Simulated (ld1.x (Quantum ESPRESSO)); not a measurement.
**zinc (Zn), PAW: configuration errors across variants**

zinc, PAW, made with ld1.x (Quantum ESPRESSO) 7.5 (PBE, scalar-relativistic). Core [Ar], reference 3d10 4s1.5 4p0.5. Waves: 4s (bound): rcut 2.00, rcutus 2.40 bohr; 4s channel at 2.5 Ry: rcut 2.00, rcutus 2.40 bohr; 4p (bound): rcut 2.00, rcutus 2.70 bohr; 4p channel at 0.4 Ry: rcut 2.00, rcutus 2.70 bohr; 3d (bound): rcut 0.75, rcutus 0.80 bohr; 3d channel at -0.5 Ry: rcut 0.75, rcutus 0.80 bohr. Local part: all-electron potential smoothed inside 1.45 bohr (lloc = -1). Core correction: Bessel-smoothed model core inside 0.65 bohr. Augmentation charge: PSQ, inside the norm-conserving radii.

All-electron excitation energies from the reference (eV): (1) 3d10 4s2 4p0 -2.486; (2) 3d10 4s1 4p0 7.402; (3) 3d10 4s0 4p0 25.845; (4) 3d9 4s0 4p0 66.378; (5) 3d10 4s0 4p1 13.726; (6) 3d10 4s0 4p2 8.072; (7) 3d9 4s2 4p0 15.414.

2 further variants failed, have other tests or too few solved ones, and are left out.

Errors AE − PS in meV (a dash: test not solved or not reliable):

| change | (1) | (2) | (3) | (4) | (5) | (6) | (7) | bound ghosts |
| --- | --- | --- | --- | --- | --- | --- | --- | --- |
| base | +0.3 | -0.8 | -8.4 | -166 | -4.0 | -2.4 | -71 | none |
| waves 4p (bound): rcut 2.00, rcutus 2.50 bohr; 4p channel at 0.4 Ry: rcut 2.00, rcutus 2.50 bohr | +0.3 | -0.9 | -8.4 | -166 | -3.8 | -2.3 | -71 | none |
| waves 3d (bound): rcut 0.75, rcutus 0.94 bohr; 3d channel at -0.5 Ry: rcut 0.75, rcutus 0.94 bohr | +0.3 | -0.7 | -7.9 | -167 | -3.7 | -2.3 | -78 | none |
| waves 4s (bound): rcut 2.00, rcutus 2.92 bohr; 4s channel at 2.5 Ry: rcut 2.00, rcutus 2.92 bohr | +0.8 | +2.3 | -6.9 | -168 | -3.1 | -1.7 | -104 | none |
| local potential all-electron potential smoothed inside 1.44 bohr (lloc = -1) | +0.3 | -0.8 | -8.4 | -166 | -4.0 | -2.4 | -71 | none |
| all radii but the core radius scaled by about 0.97 (s 2.32, p 2.60, d 0.78 bohr, rcut 1.92/1.92/0.72); local potential all-electron potential smoothed inside 1.40 bohr (lloc = -1) | +0.3 | -0.6 | -7.9 | -166 | -3.6 | -2.1 | -88 | none |

(1) Give the same row for: wave 4p channel at 0.4 Ry: rcut 2.00, rcutus 2.70 bohr becomes 4p channel at -0.05 Ry: rcut 2.00, rcutus 2.70 bohr.

## Answers

(1) +0.3, -0.8, -8.3, -166, -3.7, -2.3, -71; bound ghosts: none.
